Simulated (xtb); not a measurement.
C2H2Cl (SMILES [CH]=CCl), doublet, at a GFN2-xTB geometry; GFN0-xTB (xtb 6.7.1).

Input for xtb:
```
$ xtb mol.xyz --gfn 0 --uhf 1 --etemp 10000 --json

# file mol.xyz
5

C     -1.69798252     0.23809612     0.21380316
C     -0.49840540     0.65244527     0.26932677
Cl     0.92154321    -0.37602988    -0.20355303
H     -2.34367442    -0.56836796    -0.02296368
H     -0.14423266     1.61762752     0.58458570
```

It wrote (shortened):

```
   ID    Z sym.   atoms
    1    6 C      1, 2
    2   17 Cl     3
    3    1 H      4, 5

           -------------------------------------------------
          |                Calculation Setup                |
           -------------------------------------------------

           -------------------------------------------------
          |                 G F N 0 - x T B                 |
           -------------------------------------------------

          ...................................................
          :                      SETUP                      :
          :.................................................:
          :  # basis functions                  22          :
          :  # atomic orbitals                  21          :
          :  # shells                           11          :
          :  # electrons                        17          :
          :  electronic temp.        10000.0000000     K    :
          :  accuracy                    1.0000000          :
          :  -> integral cutoff          0.2500000E+02      :
          :  -> integral neglect         0.1000000E-07      :
          ...................................................

         :::::::::::::::::::::::::::::::::::::::::::::::::::::
         ::                     SUMMARY                     ::
         :::::::::::::::::::::::::::::::::::::::::::::::::::::
         :: total energy              -9.554630093575 Eh    ::
         :: gradient norm              0.049441876946 Eh/a0 ::
         :: HOMO-LUMO gap              3.809278517423 eV    ::
         ::.................................................::
         :: H0 energy                 -9.653966633220 Eh    ::
         :: repulsion energy           0.117595495974 Eh    ::
         :: electrostat energy        -0.017431916479 Eh    ::
         :: -> Gsolv                   0.000000000000 Eh    ::
         ::    -> Gsasa                0.000000000000 Eh    ::
         ::    -> Gshift               0.000000000000 Eh    ::
         :: dispersion energy         -0.000827039850 Eh    ::
         :: short-range corr.          0.000000000000 Eh    ::
         :: add. restraining           0.000000000000 Eh    ::
         :: total charge               0.000000000000 e     ::
         :::::::::::::::::::::::::::::::::::::::::::::::::::::

           -------------------------------------------------
          |                Property Printout                |
           -------------------------------------------------

    * Orbital Energies and Occupations

         #    Occupation            Energy/Eh            Energy/eV
      -------------------------------------------------------------
         1        2.0000           -0.9711022             -26.4250
         2        1.9996           -0.6406981             -17.4343
         3        1.9986           -0.5970999             -16.2479
         4        1.9891           -0.5329209             -14.5015
         5        1.9854           -0.5235847             -14.2475
         6        1.9423           -0.4788444             -13.0300
         7        1.8430           -0.4442399             -12.0884
         8        1.7586           -0.4279211             -11.6443
         9        1.3286           -0.3784315             -10.2976 (HOMO)
        10        0.1073           -0.2384431              -6.4884 (LUMO)
        11        0.0411           -0.2061398              -5.6093
        12        0.0035           -0.1272248              -3.4620
        13        0.0013           -0.0951493              -2.5891
        14        0.0005           -0.0646003              -1.7579
        15        0.0005           -0.0641167              -1.7447
        16        0.0004           -0.0605372              -1.6473
        17        0.0002           -0.0424347              -1.1547
        18        0.0000            0.1172194               3.1897
        19        0.0000            0.1452291               3.9519
        20                          0.4400374              11.9740
        21                          0.7919900              21.5511
      -------------------------------------------------------------
                  HL-Gap            0.1399884 Eh            3.8093 eV
             Fermi-level            0.0000000 Eh            0.0000 eV

     #   Z          covCN         q      C6AA      α(0)
     1   6 C        1.937    -0.282    40.342    10.245
     2   6 C        2.791     0.121    26.739     8.443
     3  17 Cl       0.914    -0.168   102.408    15.469
     4   1 H        0.927     0.216     1.020     1.579
     5   1 H        0.926     0.113     1.673     2.023

 Mol. C6AA /au·bohr⁶  :        573.100177
 Mol. C8AA /au·bohr⁸  :      18308.687100
 Mol. α(0) /au        :         37.759769

Wiberg/Mayer (AO) data.
largest (>0.10) Wiberg bond orders for each atom

 ---------------------------------------------------------------------------
     #   Z sym  total        # sym  WBO       # sym  WBO       # sym  WBO
 ---------------------------------------------------------------------------
     1   6 C    2.984 --     2 C    1.925     4 H    0.963
     2   6 C    3.675 --     1 C    1.925     5 H    0.939     3 Cl   0.807
     3  17 Cl   0.910 --     2 C    0.807
     4   1 H    0.979 --     1 C    0.963
     5   1 H    0.970 --     2 C    0.939
 ---------------------------------------------------------------------------

Topologies differ in total number of bonds
Writing topology from bond orders to xtbtopo.mol

 dipole moment from electron density (au)
     X       Y       Z
   0.6726  -0.0463  -0.0677  total (Debye):    1.722

           -------------------------------------------------
          | TOTAL ENERGY               -9.554630093575 Eh   |
          | GRADIENT NORM               0.049441876946 Eh/α |
          | HOMO-LUMO GAP               3.809278517423 eV   |
           -------------------------------------------------

normal termination of xtb
```
